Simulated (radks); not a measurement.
Question: Species: Tm9+. Configuration: [Kr] 4d10 4f11 5s2 5p1. Method: scalar-relativistic Kohn-Sham, PBEsol, spin-polarised, spherical densities, finite nucleus; open shells are filled with parallel spins first (spin-orbit coupling, left out, can overturn this in heavy ions); Fermi nuclear charge, rms radius 5.2256 fm; computed with a radial shooting solver on a logarithmic mesh with Libxc functionals. Some entries of the table are withheld. Estimate them.

orbital,occ.,eigenvalue (eV),<r> (bohr),r(max) (bohr)
1s up,1,-59408.46,0.02002,0.01262
1s down,1,-59408.35,0.02002,0.01262
2s up,1,-10152.15,0.08490,0.07191
2s down,1,-10152.04,0.08490,0.07191
2p up,3,-8984.528,0.07542,0.05855
2p down,3,-8984.399,0.07542,0.05855
3s up,1,-2400.832,0.2211,0.2033
3s down,1,-2399.225,0.2210,0.2033
3p up,3,-2047.114,0.2204,0.2002
3p down,3,-2045.498,0.2203,0.2002
3d up,5,-1609.639,0.1999,0.1632
3d down,5,-1608.382,0.1998,0.1632
4s up,1,-595.8226,0.4970,0.4641
4s down,1,-592.6271,0.4970,0.4641
4p up,3,-479.2296,0.5267,0.4852
4p down,3,-476.0795,0.5268,0.4852
4d up,5,-324.1193,0.5662,0.5000
4d down,5,-320.9688,0.5662,0.5000
5s up,1,-190.2330,1.111,1.039
5s down,1,-187.0914,1.114,1.040
5p up,1,-157.3616,1.229,1.144
5p down,0,-154.3993,1.235,1.146
4f up,7,-152.2404,0.6685,0.4855
4f down,4,-148.9700,0.6695,0.4860
5d up,0,-113.9876,1.462,1.347
5d down,0,-111.5083,1.477,1.356
6s up,0,(1),2.100,2.081
6s down,0,(2),2.113,2.092

Answer: 
(1) 6s up eigenvalue (eV): -92.1877
(2) 6s down eigenvalue (eV): -90.8981
